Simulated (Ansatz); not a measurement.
Z-matrix (Å, degrees):
```
W
C 1 2.988
S 1 2.136 2 89.0
O 1 1.863 2 106.6 3 109.7
S 1 2.136 2 130.1 3 -116.4
N 1 1.921 2 23.7 3 -155.1
C 1 3.021 2 124.1 3 100.2
C 1 2.981 2 47.6 3 -153.9
H 2 1.088 1 78.8 3 -26.7
H 2 1.097 1 122.0 3 78.4
H 2 1.096 1 123.8 3 -131.9
H 7 1.094 1 96.4 2 -96.4
H 7 1.092 1 134.5 2 28.8
H 7 1.094 1 96.0 2 153.6
H 8 1.097 1 122.0 2 75.8
H 8 1.096 1 123.9 2 -74.3
H 8 1.088 1 78.6 2 -179.3
```

Total charge 0; spin multiplicity 1. W takes the def2 core potential.

(1) List the PBE/def2-TZVPP orbital energies in eV (Ansatz 0.2.0). (An estimate is asked.)

Answers

(1) The calculation gave: Occupied: -2395.10, -2395.10, -511.12, -381.55, -270.52, -270.05, -270.05, -208.07, -208.07, -154.14, -154.14, -154.12, -154.11, -154.09, -154.08, -78.43, -42.90, -42.76, -42.68, -25.41, -23.04, -18.15, -17.07, -16.48, -16.09, -15.66, -12.28, -12.23, -11.82, -11.81, -11.43, -11.41, -10.05, -9.57, -9.35, -8.37, -8.36, -8.05, -7.59, -7.22, -6.63, -6.53, -6.05, -5.69. Lowest empty: -2.85, -2.50, -1.51, -1.39, -1.21, -0.22, 0.71, 1.24.
